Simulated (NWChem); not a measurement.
# HfCl2F2; SMILES [F][Hf]([Cl])([F])[Cl]

```xyz
5

Hf     0.0000     0.0000     0.3309
F      1.5337     0.0000     1.4414
F     -1.5337     0.0000     1.4414
Cl     0.0000    -1.9269    -0.9968
Cl     0.0000     1.9269    -0.9968
```
Atoms are numbered in this order, from 1.

Level: PBE0/def2-SVP with def2 effective core potentials on Hf (NWChem), optimised geometry, unscaled harmonic frequencies. def2 effective core potentials on Hf; no spin-orbit coupling.

```
frequency (cm⁻¹)  IR intensity (km/mol)
----------------  ---------------------
95                                  3.6
112                                11.4
133                                 0.0
142                                11.9
159                                 9.6
390                                30.5
400                                93.7
683                               118.6
686                                90.5
```

```yaml
zero_point_energy: 4.0 kcal/mol
thermal correction to the enthalpy at 298.15 K (with zero-point energy): 9.1 kcal/mol
heat capacity Cv: 20.2 cal/(mol K)
entropy at 298.15 K and 1 atm (symmetry number 2): 88.0 cal/(mol K)
```

Rigid rotor and harmonic oscillator; modes under 100 cm⁻¹ make the entropy uncertain.
